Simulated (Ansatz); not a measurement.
NO+, closed-shell singlet (the spin of the measured ground state), most abundant isotopes (14.0031 and 15.9949 u). Constants from fifth-degree fits in 1/R to seven points on the lowest solution found; no spin–orbit coupling, no relativity up to Kr; ω_e x_e and α_e move by some per cent with the fit.

Frozen-core correlation. CBS: X⁻³ extrapolation of the correlation energy, Hartree–Fock from the larger set.

Run with Ansatz (a program for electronic structure). Values without a source in brackets are computed.

```csv
level,r_e (Å),ω_e (cm⁻¹),ω_e x_e (cm⁻¹),α_e (cm⁻¹)
PBE/def2-TZVPP,1.0697,2363.8,14.6,0.0177
"CCSD(T)/CBS(aug-cc-pVQZ, aug-cc-pV5Z)",1.0640,2383.0,15.9,0.0185
```

Task: Derive the rotational constants, the centrifugal constant, the fundamental, the zero-point energy and the force constant.

Result: 
μ = 7.46643 u.
- PBE/def2-TZVPP: B_e = 16.8576/(μ r_e²) = 1.9731 cm⁻¹; B₀ = B_e − α_e/2 = 1.9643 cm⁻¹; D = 4B_e³/ω_e² = 5.50e-06 cm⁻¹; fundamental ω_e − 2ω_e x_e = 2335 cm⁻¹; zero-point energy ω_e/2 − ω_e x_e/4 = 1178 cm⁻¹; k = μ(2πcω_e)² = 2460 N/m; the line J = 1 ← 0 at 2B₀ = 117.8 GHz
- CCSD(T)/CBS(aug-cc-pVQZ, aug-cc-pV5Z): B_e = 16.8576/(μ r_e²) = 1.9944 cm⁻¹; B₀ = B_e − α_e/2 = 1.9851 cm⁻¹; D = 4B_e³/ω_e² = 5.59e-06 cm⁻¹; fundamental ω_e − 2ω_e x_e = 2351 cm⁻¹; zero-point energy ω_e/2 − ω_e x_e/4 = 1188 cm⁻¹; k = μ(2πcω_e)² = 2500 N/m; the line J = 1 ← 0 at 2B₀ = 119.0 GHz

Measured for the ground state: r_e 1.0632 Å [Huber and Herzberg (1979), NIST Chemistry WebBook]; ω_e 2376.7 cm⁻¹ [Irikura, J. Phys. Chem. Ref. Data 36, 389 (2007)].
